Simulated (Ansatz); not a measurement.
Cost and result for the atomization energy of CH6Cl2O2Si2 (`O[SiH](O)C[SiH](Cl)Cl`) (13 atoms, 12 bonds).

```csv
atom,x (Å),y (Å),z (Å)
O1,-0.797,1.135,1.449
Si2,0.077,-0.254,1.346
O3,1.690,-0.020,1.494
C4,-0.385,-0.930,-0.330
Si5,-0.300,0.291,-1.709
Cl6,1.552,1.205,-1.705
Cl7,-0.514,-0.648,-3.519
H8,-0.719,1.663,2.245
H9,-0.260,-1.185,2.447
H10,2.119,0.469,0.786
H11,0.265,-1.779,-0.567
H12,-1.415,-1.304,-0.295
H13,-1.314,1.357,-1.642
```

The species carries charge 0 and has multiplicity 1. The geometry is a stationary point of PBE0-D4/def2-TZVP. It is one conformer, not always the lowest. Program: Ansatz. All runs use 2 threads of an AMD EPYC 7R13 on a shared host and a share of an NVIDIA H100 80 GB. Times are those of one run each, without the atoms' runs, and a repeat can differ threefold. Electronic energies, without spin–orbit coupling; frozen cores. CCSD(T)/CBS adds CCSD(T) − MP2 in def2-TZVPP to the MP2 limit, and its time is that of the two runs behind it. T1 = 0.010. B3LYP takes the VWN-RPA correlation (the form of Gaussian; ORCA's B3LYP/G).

CCSD(T)/CBS is a level of theory with its own doubt, some kJ/mol a heavy atom from the limit and from the frozen cores, so smaller differences don't rank the functionals.

| level | functions | wall time | atomization (kJ/mol) | difference from CCSD(T)/CBS | per bond |
| --- | --- | --- | --- | --- | --- |
| PBE0-D4/def2-TZVPP | 345 | 13 s | 4830.1 | -49.4 | -4.1 |
| B3LYP-D4/def2-TZVPP (with forces) | 345 | 13 s | 4818.2 | -61.3 | -5.1 |
| ωB97X-V/def2-TZVPP | 345 | 13 s | 4878.5 | -1.0 | -0.1 |
| ωB97M-V/def2-TZVPP (with forces) | 345 | 14 s | 4883.9 | 4.4 | 0.4 |
| PBE-D4/def2-TZVPP (with forces) | 345 | 14 s | 4900.0 | 20.5 | 1.7 |
| MP2/def2-QZVPP | 631 | 16 s | 4942.2 | 62.7 | 5.2 |
| r2SCAN-D4/def2-TZVPP (with forces) | 345 | 17 s | 4876.0 | -3.5 | -0.3 |
| B2PLYP/def2-TZVPP | 345 | 18 s | 4779.2 | -100.3 | -8.4 |
| CCSD(T)/def2-TZVPP | 345 | 18 s | 4727.7 | -151.8 | -12.7 |
| CCSD(T)/CBS(def2) | – | 34 s | 4879.5 | 0.0 | 0.0 |

From PBE to PBE0 (25 % exact exchange), in def2-TZVPP and without D4, the atomization energy moves by −64.0 kJ/mol: exact exchange takes away binding that semilocal exchange gives to molecules. The D4 term adds +68.7 kJ/mol with B3LYP and +36.6 kJ/mol with PBE0; it sums over pairs of atoms, weighted by their polarisabilities, and B3LYP, whose exchange is more repulsive, gets the larger term. In def2-TZVPP, CCSD(T) changes the Hartree–Fock value by +1166.2 kJ/mol (the triples alone add +75.3 kJ/mol) and MP2 by +1290.3 kJ/mol; breaking electron pairs costs correlation energy, which Hartree–Fock lacks.
